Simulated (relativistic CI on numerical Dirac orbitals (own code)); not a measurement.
Method of calculation: Dirac-Coulomb-Breit CI, orbitals from a KLI potential per configuration, QED by a radiative potential, unscaled Slater integrals (own radial code, finite nucleus).

Configuration list (outside the closed core [Ne]): 3s²3p⁶3d⁹, 3s²3p⁵3d¹⁰, 3s²3p⁶3d⁸4s, 3s²3p⁶3d⁸4p, 3s3p⁶3d¹⁰, 3s²3p⁶3d⁷4s², 3s²3p⁶3d⁸4d, 3s²3p⁶3d⁷4s4p, 3s²3p⁶3d⁸5s, 3s²3p⁶3d⁷4p², 3s²3p⁶3d⁸4f, 3s²3p⁶3d⁸5p, 3s²3p⁶3d⁷4s4d, 3s²3p⁶3d⁸5d, 3s²3p⁶3d⁷4p4d, 3s²3p⁶3d⁸6s, 3s²3p⁶3d⁸5f, 3s²3p⁶3d⁸6p, 3s²3p⁶3d⁸5g, 3s²3p⁶3d⁸6d, 3s²3p⁶3d⁷4d², 3s²3p⁵3d⁹4s, 3s²3p⁵3d⁸4s², 3s²3p⁵3d⁹4p, 3s²3p⁵3d⁸4s4p, 3s²3p⁴3d¹⁰4s, 3s²3p⁵3d⁸4p², 3s²3p⁵3d⁸4s4d, 3s²3p⁵3d⁹4d, 3s²3p⁵3d⁹5s, 3s3p⁶3d⁹4s, 3s²3p⁵3d⁹4f, 3s²3p⁵3d⁹5p, 3s²3p⁵3d⁹5d, 3s3p⁶3d⁹4p, 3s²3p⁵3d⁹6s. Levels of other configurations are missing.

At this charge configurations can still be misplaced by up to about 7 % of their energy.

Outline of the computed level scheme of Se VIII. Lowest level of each configuration: 3s²3p⁶3d⁹ ²D5/2 at 0.0000 eV; 3s²3p⁶3d⁸4s ⁴F9/2 at 64.2532 eV; 3s²3p⁶3d⁸4p ⁴D°7/2 at 80.1078 eV.

Some strong electric-dipole decays among the lowest 45 levels: 3s²3p⁶3d⁸4p ²D°3/2 → 3s²3p⁶3d⁹ ²D3/2 (2.8e+10 s⁻¹); 3s²3p⁶3d⁸4p ²D°5/2 → 3s²3p⁶3d⁹ ²D5/2 (2.6e+10 s⁻¹); 3s²3p⁶3d⁸4p ²F°5/2 → 3s²3p⁶3d⁹ ²D5/2 (1.5e+10 s⁻¹); 3s²3p⁶3d⁸4p ²D°5/2 → 3s²3p⁶3d⁹ ²D5/2 (1.3e+10 s⁻¹); 3s²3p⁶3d⁸4p ⁴F°5/2 → 3s²3p⁶3d⁹ ²D5/2 (1.2e+10 s⁻¹); 3s²3p⁶3d⁸4p ⁴F°3/2 → 3s²3p⁶3d⁹ ²D3/2 (1.1e+10 s⁻¹); 3s²3p⁶3d⁸4p ²F°7/2 → 3s²3p⁶3d⁹ ²D5/2 (9.8e+09 s⁻¹); 3s²3p⁶3d⁸4p ⁴P°3/2 → 3s²3p⁶3d⁹ ²D3/2 (7.5e+09 s⁻¹).

LS names give the leading component of a level, which can be under half, so a name can repeat, a term be missing and a line seem to break the LS rules.
